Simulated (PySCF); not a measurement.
PySCF job for trans-(1S,2S)-1-ethenyl-2-fluorocyclopropane (C5H7F), SMILES C=C[C@@H]1C[C@@H]1F, HF/pcSseg-1. Geometry optimised at PBE0-D3(BJ)/def2-SVP. One conformer was computed; it need not be the lowest.

```python
import numpy as np
from pyscf import gto, scf, dft
from pyscf.prop.nmr import rhf as nmr

mol = gto.M(
    atom='''
    C     2.44703175    0.31036558    0.47958186
    C     1.26289000   -0.08132273    0.00413151
    C    -0.02953484    0.16103164    0.66983211
    C    -1.10621535   -0.91587156    0.64188691
    C    -1.27160064    0.31840857   -0.15833485
    F    -1.15059210    0.21649341   -1.50554444
    H     2.53404566    0.85275397    1.42629298
    H     3.37217320    0.10271567   -0.06300058
    H     1.21444773   -0.61620608   -0.95094340
    H     0.02192639    0.77574810    1.57426455
    H    -0.86723763   -1.82437345    0.08220730
    H    -1.72380229   -1.06769842    1.53050921
    H    -2.01164987    1.07295060    0.12798483
    ''',
    basis='pcSseg-1',
    charge=0,
    spin=0,
    max_memory=1600,
    verbose=3,
)
mf = scf.RHF(mol)
mf.conv_tol = 1e-10
mf.max_cycle = 100
mf.kernel()
n = nmr.NMR(mf)
n.verbose = 2
n.max_cycle_cphf = 60
sigma = n.kernel()
print('atom   isotropic/ppm   span/ppm')
for i, s in enumerate(sigma):
    w = np.linalg.eigvalsh((s + s.T) / 2)
    print(f'{mol.atom_symbol(i):2s}{i + 1:3d} {w.mean():14.3f} {w[2] - w[0]:11.3f}')
```

Output:

```
converged SCF energy = -292.742935577163
atom   isotropic/ppm   span/ppm
C   1         69.523     226.657
C   2         46.215     259.453
C   3        174.608      83.250
C   4        180.288      60.484
C   5        128.999     120.928
F   6        452.242      86.577
H   7         26.219       8.789
H   8         26.314       8.422
H   9         26.008       7.390
H  10         30.606      14.971
H  11         30.918      12.978
H  12         30.850      15.682
H  13         27.557      12.002
```

The calculation finished and met its thresholds.
